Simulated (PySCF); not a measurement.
Run record: geometry optimisation, `C#CC[N+](C)(C)[GaH3-]`.

Method: B3LYP/def2-SV(P) geometry optimisation, gas phase (PySCF 2.14.0). Start geometry: GFN2-xTB. The input is one job of a driver script: a line of settings, then coordinates in Å.

Input:
```
{"job": {"xc": "B3LYP", "basis": "def2-SV(P)", "grid": 1, "kind": "geom"}, "charge": 0, "multiplicity": 1}
C      3.174249     0.059673    -0.132159
C      2.064516     0.506874    -0.095796
C      0.702100     0.998421    -0.049471
N     -0.308749    -0.065188     0.013711
C     -0.139539    -0.865580     1.221052
C     -0.238179    -0.913369    -1.170540
Ga    -2.162285     0.871474     0.071824
H      4.158172    -0.302868    -0.166322
H      0.495344     1.605822    -0.941008
H      0.569348     1.640765     0.831480
H     -0.942360    -1.604086     1.269236
H     -0.222301    -0.215400     2.094964
H      0.829821    -1.374256     1.234659
H      0.727333    -1.424075    -1.242634
H     -1.040994    -1.651949    -1.123406
H     -0.391822    -0.298421    -2.060202
H     -2.137266     1.658550    -1.250712
H     -2.029594     1.712438     1.354368
H     -3.117599    -0.329574     0.133494
```

Output:
```
step   0  E = -2176.85880887  max force = 0.020076
step   1  E = -2176.85989592  max force = 0.016831
step   2  E = -2176.86540860  max force = 0.007947
step   3  E = -2176.86618069  max force = 0.005198
step   4  E = -2176.86636122  max force = 0.003630
step   5  E = -2176.86647733  max force = 0.000634
step   6  E = -2176.86647987  max force = 0.000262
optimisation converged
```

Energies in Eh; «max force» is the largest Cartesian gradient component in Eh/bohr.

Problem. Give the first gradient maximum in eV/Å.

Solution. With 1 Eh/bohr = 51.422 eV/Å, 1.032 eV/Å.

Problem. How much energy does the optimisation release, in kcal/mol?

Solution. E(step 0) − E(last step) = 0.007671 Eh, which is 4.8 kcal/mol.

Main results: final energy -2176.86648 Eh after 6 steps; dipole 4.63 D.

Problem. Give the final coordinates.

Solution. 0.070 Å rms from the input after alignment:
```
atom  x, y, z in Å
C1     5.7528   -1.3214   -0.6108
C2     4.6034   -0.9406   -0.5798
C3     3.2096   -0.4774   -0.5411
N4     2.1886   -1.5590   -0.4922
C5     2.3228   -2.3736    0.7326
C6     2.2436   -2.4098   -1.6984
Ga7    0.2171   -0.5709   -0.4432
H8     6.7765   -1.6489   -0.6394
H9     2.9945    0.1423   -1.4286
H10    3.0523    0.1680    0.3401
H11    1.5034   -3.1084    0.7648
H12    2.2420   -1.7212    1.6164
H13    3.2939   -2.9036    0.7576
H14    3.2120   -2.9401   -1.7716
H15    1.4257   -3.1457   -1.6544
H16    2.1027   -1.7842   -2.5939
H17    0.3170    0.2160   -1.8252
H18    0.4101    0.2706    0.8962
H19   -0.6998   -1.8704   -0.3850
```

On one thread, Intel Xeon Platinum 8375C at 2.90 GHz (x86_64), on a shared host, this took 56 s of wall time and 0.69 GiB of memory at its peak.
Labels such as C1 count atoms from 1, the log's own numbers from 0.
